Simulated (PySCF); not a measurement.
Start geometry of `C[Si@@H]1C[C@H]1C#N` from a GFN2-xTB structure with every atom displaced at random (by about 0.01 Å) (Å):
```
atom  x, y, z in Å
C1     2.1682    0.0728    0.0892
Si2    0.3943   -0.0525    0.7833
C3    -0.8826   -1.1045   -0.1318
C4    -1.0007    0.4155   -0.4005
C5    -2.1910    1.0201    0.1093
N6    -3.1198    1.5338    0.5712
H7     2.5706    1.0851    0.2630
H8     2.1768   -0.0781   -0.9908
H9     2.8090   -0.6169    0.5729
H10    0.1944    0.2009    2.2114
H11   -1.6890   -1.5559    0.4318
H12   -0.5904   -1.6911   -0.9835
H13   -0.8342    0.7539   -1.4142
```

Problem. What comes out of this run: PBE0-D3(BJ)/def2-SVP geometry optimisation, gas phase (PySCF)?

Solution. 
```
atom  x, y, z in Å
C1     2.064    0.203   -0.446
Si2    0.543    0.106    0.626
C3    -0.758   -1.174    0.324
C4    -1.147    0.238   -0.199
C5    -2.233    0.925    0.433
N6    -3.099    1.479    0.971
H7     2.441    1.235   -0.502
H8     1.826   -0.135   -1.466
H9     2.867   -0.437   -0.051
H10    0.635    0.676    1.991
H11   -1.354   -1.540    1.167
H12   -0.622   -1.931   -0.455
H13   -1.152    0.345   -1.291
```

The energy falls by 13.1 kJ/mol over 7 energy and gradient evaluations, the largest force component goes from 0.0295 to 4.2e-04 Eh/bohr, and the atoms move by 0.058 Å rms after alignment. The bond that changes most is C1–Si2 (Si-methyl carbon to SiH silicon), which shortens by 0.046 Å. Bonds longer at the end by more than 0.005 Å: 7 of 13; shorter: 2. Among the angles that change most is Si2–C4–H13, from 123.5° to 116.5°. Rotational constants go from 7246, 1591, 1486 to 7314, 1588, 1475 MHz. The orientation of the end geometry is arbitrary; only internal coordinates are fixed.

The run used 123 basis functions and 48 SCF cycles in all.

Not checked by PBE0-D3(BJ)/def2-SVP frequencies.
